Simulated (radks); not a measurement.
Values are calculated unless marked as measured or tabulated.
Q: These are the eigenvalues of the occupied orbitals of an atom or ion with whole-number occupations (eV). Level of theory: scalar-relativistic Kohn-Sham, TASK exchange with Perdew-Wang LDA correlation, spin-polarised, spherical densities, finite nucleus; meta-GGA in the generalised Kohn-Sham scheme; Fermi nuclear charge, rms radius of each element as measured or else 0.836 A^(1/3) + 0.57 fm (a radial shooting solver on a logarithmic mesh with Libxc functionals).

1s up: -48458.61
1s down: -48458.35
2s up: -8000.101
2s down: -7999.979
2p up: -7128.881
2p down: -7128.662
3s up: -1784.096
3s down: -1780.412
3p up: -1511.926
3p down: -1508.180
3d up: -1146.586
3d down: -1143.627
4s up: -375.9546
4s down: -367.5471
4p up: -285.8966
4p down: -277.3895
4d up: -159.6811
4d down: -150.7017
5s up: -67.5367
5s down: -59.6351
5p up: -43.9244
5p down: -36.9154
4f up: -23.2543
6s up: -13.7670
6p up: -9.1260

Which element is it, and in what charge state? The configuration may be excited. Open shells, if any, are filled with parallel spins first.

A: Z = 63, europium, charge +1: Eu+ in [Kr] 4d10 4f7 5s2 5p4 6s1 6p2. The list shows which subshells hold electrons but not how many an open one holds; the 1s level, -1780.8 hartree, gives Z - s = 59.7 by -(Z - s)^2/2, which with screening and relativity narrows Z to a few neighbours, and the depths of the outer levels then fix element, charge and occupations together.
